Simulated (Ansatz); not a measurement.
CH$_{8}$SeSi$_{2}$, SMILES `C[SiH2][Se][SiH3]`, relaxed with RKS PBE0-D4/def2-TZVP in Ansatz from a PBE-D4/def2-SVP geometry. The force threshold is 0.005 eV/Å; the program also tests the step.

Total charge 0; spin multiplicity 1.

Start:

```xyz
12

C     0.611   -1.794   -0.008
Si    0.832   -0.236   -1.046
Se   -1.149    0.916   -1.357
Si   -1.254    1.700    0.801
H     0.240   -1.546    1.007
H    -0.112   -2.485   -0.484
H     1.584   -2.319    0.099
H     1.299   -0.578   -2.435
H     1.833    0.685   -0.399
H    -1.363    0.581    1.803
H    -2.485    2.557    0.883
H    -0.037    2.518    1.137
```

```
step  energy (eV)  largest force (eV/Å)  largest move (Å)
   1  -82259.2399                 0.442             0.000
   2  -82259.2802                 0.125             0.033
   3  -82259.2826                 0.060             0.014
   4  -82259.2831                 0.013             0.009
   5  -82259.2832                 0.004             0.002
```

End:

```xyz
12

C     0.607   -1.778   -0.009
Si    0.829   -0.237   -1.035
Se   -1.133    0.901   -1.333
Si   -1.244    1.688    0.797
H     0.243   -1.532    0.991
H    -0.111   -2.452   -0.479
H     1.561   -2.302    0.094
H     1.286   -0.571   -2.408
H     1.815    0.674   -0.396
H    -1.347    0.580    1.782
H    -2.463    2.529    0.873
H    -0.043    2.499    1.122
```

Run time 29 s (4 threads of an Arm Neoverse V2 on a shared host); peak host memory 0.64 GiB.
